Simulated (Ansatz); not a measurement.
`C[O][Ge]([CH3])([OH])[Cl]` + H₂ → `[CH3][GeH]([OH])[Cl]` + CH₃OH  (hydrogenolysis of a Ge–O bond)

Gas-phase electronic energies from Ansatz, PBE0-D4/def2-TZVP geometries. CBS: MP2 limit from def2 TZ/QZ plus the TZ coupled-cluster correction, frozen cores. This one scheme is used for every species. DFT in def2-TZVPP. B3LYP here is the variant with VWN-RPA as its local correlation; programs differ in this. For Ge outer-core shells are correlated without core-valence functions, which leaves a few kJ/mol of doubt a bond. Scalar relativity is left out up to krypton. One conformer a species, not always the lowest.

CCSD(T)/CBS gives +9.0 kcal/mol.

Problem. Another level gave +10.9 kcal/mol. Which?
A. B3LYP/def2-TZVPP
B. SCS-MP2/def2-TZVPP
C. MP2/def2-TZVPP
D. ωB97M-V/def2-TZVPP

Solution. C. MP2/def2-TZVPP 10.9, SCS-MP2/def2-TZVPP 9.8, ωB97M-V 8.5, B3LYP 5.6 kcal/mol.

Largest T1 diagnostic among the species: 0.011.

The D4 term adds +3.2 kcal/mol with B3LYP and +1.8 kcal/mol with PBE0; it sums over pairs of atoms, weighted by their polarisabilities, and B3LYP, whose exchange is more repulsive, gets the larger term. In def2-TZVPP, CCSD(T) changes the Hartree–Fock value by +4.7 kcal/mol (the triples alone add +1.3 kcal/mol) and MP2 by +6.3 kcal/mol.
